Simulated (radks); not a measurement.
Values are calculated unless marked as measured or tabulated.
Initial-state core-level shifts of the zirconium ion Zr+ when its valence configuration changes from [Kr] 4d2 5s1. Code: a radial shooting solver on a logarithmic mesh with Libxc functionals. Model: Dirac Kohn-Sham, LDA (Slater exchange, Perdew-Wang correlation), spin-unpolarised, spherical densities, point nucleus; open shells are shared between the two j in proportion to 2j + 1. Shifts are changes of the shell-averaged eigenvalues in eV (positive: less bound).

valence              1s      3s      3d      4s
4d1 5s2          -3.224  -3.397  -3.419  -3.067
4d1 5s1 5p1      -4.425  -4.597  -4.617  -4.228
4d1.5 5s1.5      -1.547  -1.632  -1.643  -1.487
4d2 5s0.5 5p0.5  -0.597  -0.594  -0.593  -0.585
4d1 5s1.5 5p0.5  -3.830  -4.002  -4.023  -3.653
4d2 5p1          -1.183  -1.177  -1.175  -1.160
4d2.5 5s0.5      +1.416  +1.498  +1.508  +1.386
4d3              +2.705  +2.867  +2.884  +2.670
5s2 5p1          -8.146  -8.500  -8.549  -7.613
